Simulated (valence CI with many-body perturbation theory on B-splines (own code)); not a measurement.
## From CI to CI+MBPT in Au³⁷⁺

Computed by valence CI with perturbative core correlation (CI+MBPT): six valence electrons over a frozen Dirac-Fock core [Kr], a basis of 7 s, 7 p, 8 d, 6 f, 4 g, 1 h functions for each j, with the one-electron correlation potential Σ1 (screened to all orders), the two-electron term Σ2, the three-electron term Σ3, Breit, model QED; selected single and double excitations, second order for the rest, scaled by the run's own slope (own B-spline code, finite nucleus).

No measured spectrum was set against this ion. As an estimate, large intervals hold to a few tenths of a per cent, small ones and those within an open d or f shell to about a per cent. Core correlation moves these levels by up to 9800 cm⁻¹, and in measured spectra 5 to 20 % of such shifts remained as error; rates that hang on mixing are uncertain with them. Among the levels kept, up to 730 cm⁻¹ of a level comes from second order outside the variational space, and about a tenth of that is noise between levels of different J, which matters for small intervals. Only levels of the ground parity were solved; by the run's estimate the other parity begins above the list, which can be wrong where configurations are misplaced.

Each rung adds one term. CI alone is the Dirac-Coulomb CI over the frozen core; QED comes last and gives the full result, which names the levels. Energies are above (4d3/2^4 4d5/2^2) J=4 on the same rung, in cm⁻¹.

Levels are named by their leading jj configuration (3d3/2^4 stands for four electrons in 3d with j = 3/2), which in mixed levels can hold well under half, so a name can repeat and another be missing. Letters in brackets count levels of one name in rising energy.

```tsv
Level	CI alone
(4d3/2^4 4d5/2^2) J=2	24696
(4d3/2^4 4d5/2^2) J=0	80161
(4d3/2^3 4d5/2^3) J=3 [a]	172955
(4d3/2^3 4d5/2^3) J=4 [a]	182298
(4d3/2^3 4d5/2^3) J=1 [a]	188303
(4d3/2^3 4d5/2^3) J=5	214106
(4d3/2^3 4d5/2^3) J=6	218057
(4d3/2^3 4d5/2^3) J=2 [a]	233035
(4d3/2^3 4d5/2^3) J=3 [b]	238310
(4d3/2^3 4d5/2^3) J=0	268803
(4d3/2^3 4d5/2^3) J=1 [b]	280666
(4d3/2^3 4d5/2^3) J=2 [b]	282218
(4d3/2^3 4d5/2^3) J=4 [b]	285251
(4d3/2^3 4d5/2^3) J=3 [c]	292485
(4d3/2^2 4d5/2^4) J=2 [a]	369662
(4d3/2^2 4d5/2^4) J=0 [a]	378961
```

**Question.** What do these energies become with core correlation, Breit and QED?

**Answer.** (4d3/2^4 4d5/2^2) J=2 24006 (-690); (4d3/2^4 4d5/2^2) J=0 81765 (+1604); (4d3/2^3 4d5/2^3) J=3 [a] 173592 (+637); (4d3/2^3 4d5/2^3) J=4 [a] 180860 (-1438); (4d3/2^3 4d5/2^3) J=1 [a] 189471 (+1168); (4d3/2^3 4d5/2^3) J=5 208791 (-5315); (4d3/2^3 4d5/2^3) J=6 211178 (-6879); (4d3/2^3 4d5/2^3) J=2 [a] 228689 (-4345); (4d3/2^3 4d5/2^3) J=3 [b] 234058 (-4252); (4d3/2^3 4d5/2^3) J=0 261718 (-7085); (4d3/2^3 4d5/2^3) J=1 [b] 275660 (-5006); (4d3/2^3 4d5/2^3) J=2 [b] 277896 (-4322); (4d3/2^3 4d5/2^3) J=4 [b] 279023 (-6229); (4d3/2^3 4d5/2^3) J=3 [c] 285481 (-7004); (4d3/2^2 4d5/2^4) J=2 [a] 369712 (+51); (4d3/2^2 4d5/2^4) J=0 [a] 380478 (+1517).

**Question.** How does the ionisation energy move along the ladder, and which term matters most?

**Answer.** CI alone 1696.7, + Σ1 1699.3, + Σ2 1703.4, + Σ3 1703.6, + Breit 1702.9, + QED 1703.0 eV. The largest step is Σ2, 4.1 eV. NIST lists 1702 ± 4 eV (theoretical).
